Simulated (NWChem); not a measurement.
CrO2Cl2; SMILES [O]=[Cr](=[O])([Cl])[Cl]

Results from NWChem. Medium grid unless said otherwise, to which SCAN and Minnesota functionals are sensitive. All runs use the structure optimised with PBE0/def2-SVP. B3LYP is NWChem's, with the RPA form of VWN correlation.

Q: Order these by “dipole (D)”, lowest first: LRC-wPBEh/def2-SVP; TPSS/def2-SVP; B3LYP/def2-SVP; r2SCAN/def2-SVP.

A: LRC-wPBEh/def2-SVP (0.39), TPSS/def2-SVP (0.53), r2SCAN/def2-SVP (0.58), B3LYP/def2-SVP (0.65)
